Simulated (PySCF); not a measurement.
A PySCF script (with the pyscf-properties extension) for the NMR shieldings of `C1=C[Si@](CC=C)(C)C(F)=C1`, C8H11FSi, on a GFN2-xTB geometry:

```python
import basis_set_exchange as bse
import numpy as np
from pyscf import gto, dft
from pyscf.prop import nmr

atoms = """
C     3.284596   -0.139081    0.470897
C     2.228618   -0.769889   -0.010246
C     1.232133   -0.163323   -0.932344
Si   -0.375915    0.255368    0.022236
C    -0.062827    1.519289    1.404956
C    -1.394075   -1.263347    0.496613
C    -2.541186   -1.275013   -0.195115
C    -2.778614   -0.174835   -1.114215
C    -1.796350    0.729290   -1.157685
F    -1.852538    1.817637   -1.953224
H     3.508833    0.877686    0.192246
H     3.973154   -0.609544    1.151531
H     2.022963   -1.789674    0.286647
H     1.001987   -0.857836   -1.740268
H     1.637583    0.746176   -1.374400
H     0.272325    2.466978    0.994625
H     0.709564    1.157095    2.076092
H    -0.958943    1.705016    1.988300
H    -1.145814   -2.042613    1.197001
H    -3.289916   -2.049168   -0.106751
H    -3.684497   -0.123270   -1.697369
"""
names = dict.fromkeys(["C", "Si", "F", "H"], "pcSseg-1")
basis = {el: gto.basis.parse(bse.get_basis(n, elements=[el], fmt="nwchem")) for el, n in names.items()}
mol = gto.M(atom=atoms, basis=basis, charge=0, verbose=0)
mf = dft.RKS(mol, xc="PBE0")
mf.grids.level = 2
mf.grids.alignment = dft.numint.BLKSIZE   # the property module wants whole blocks of grid points
mf.conv_tol = 1e-9
mf.kernel()

calc = nmr.RKS(mf)   # GIAO
C = mf.mo_coeff
Co = C[:, mf.mo_occ > 0]
resp = mf.gen_response(singlet=True, hermi=2)
def vind(x):   # induced exchange potential for any number of trial vectors
    d = np.einsum("pi,xij,qj->xpq", C, 2 * x.reshape(-1, C.shape[1], Co.shape[1]), Co, optimize=True)
    return np.einsum("xpq,pi,qj->xij", resp(d - d.transpose(0, 2, 1)), C, Co, optimize=True).ravel()
mo1, _ = nmr.rhf.solve_mo1(calc, with_cphf=vind)
sigma = calc.kernel(mo1)
for i, s in enumerate(sigma):   # ppm
    w = np.linalg.eigvalsh((s + s.T) / 2)
    print("%2d %-2s iso %8.1f  s11 %8.1f  s22 %8.1f  s33 %8.1f" % (i, mol.atom_pure_symbol(i), w.mean(), *w))
```

Task: What does it print?

Result: 
```
 0 C  iso     65.7  s11    -46.8  s22     87.5  s33    156.3
 1 C  iso     44.0  s11    -76.1  s22     48.1  s33    160.2
 2 C  iso    161.1  s11    143.9  s22    160.5  s33    179.0
 3 Si iso    366.7  s11    345.9  s22    366.8  s33    387.5
 4 C  iso    195.2  s11    187.0  s22    197.7  s33    200.9
 5 C  iso     60.9  s11    -47.4  s22     61.2  s33    169.1
 6 C  iso     34.5  s11    -88.0  s22     40.3  s33    151.1
 7 C  iso     58.9  s11    -47.6  s22     82.0  s33    142.2
 8 C  iso     -4.6  s11    -95.2  s22     25.6  s33     55.8
 9 F  iso    293.5  s11    164.3  s22    246.5  s33    469.8
10 H  iso     26.3  s11     22.5  s22     25.6  s33     30.7
11 H  iso     26.4  s11     23.2  s22     25.4  s33     30.5
12 H  iso     25.6  s11     23.2  s22     24.7  s33     28.9
13 H  iso     29.8  s11     25.6  s22     28.5  s33     35.2
14 H  iso     29.7  s11     25.9  s22     28.9  s33     34.2
15 H  iso     31.4  s11     27.3  s22     28.2  s33     38.8
16 H  iso     31.0  s11     26.0  s22     29.4  s33     37.7
17 H  iso     31.6  s11     26.6  s22     28.6  s33     39.5
18 H  iso     26.1  s11     25.0  s22     25.5  s33     27.7
19 H  iso     24.7  s11     22.5  s22     23.8  s33     27.9
20 H  iso     25.4  s11     22.6  s22     24.6  s33     29.1
```

These numbers come from an equivalent density-fitted implementation of the same equations, which agrees with the script to about 0.01 ppm for H and up to a few tenths of a ppm for heavy atoms, so last digits may differ.

Task: Turn these shieldings into chemical shifts. Referencing at the same level of theory: TMS for ¹³C (σ = 186.93 ppm), ²⁹Si (σ = 349.16 ppm), ¹H (σ = 31.72 ppm); ¹⁹F (σ = 170.95 ppm) against CFCl3.

Result: Averaging equivalent atoms: C 8: 191.5; C 6: 152.5; C 1: 142.9; C 7: 128.1; C 5: 126.0; C 0: 121.3; C 2: 25.8; C 4: -8.3; Si 3: -17.6; F 9: -122.6; H 19: 7.01; H 20: 6.29; H 12: 6.13; H 18: 5.63; H 10: 5.43; H 11: 5.31; H 14: 2.06; H 13: 1.95; H 15/16/17: 0.38 ppm. Unscaled 19F shifts against computed CFCl3 carry errors that often reach 10 to 50 ppm.

Size and cost of the density-fitted run: 232 basis functions, 120 s wall time on 1 thread of an Arm Neoverse N1, shared host; peak memory 1.1 GiB.
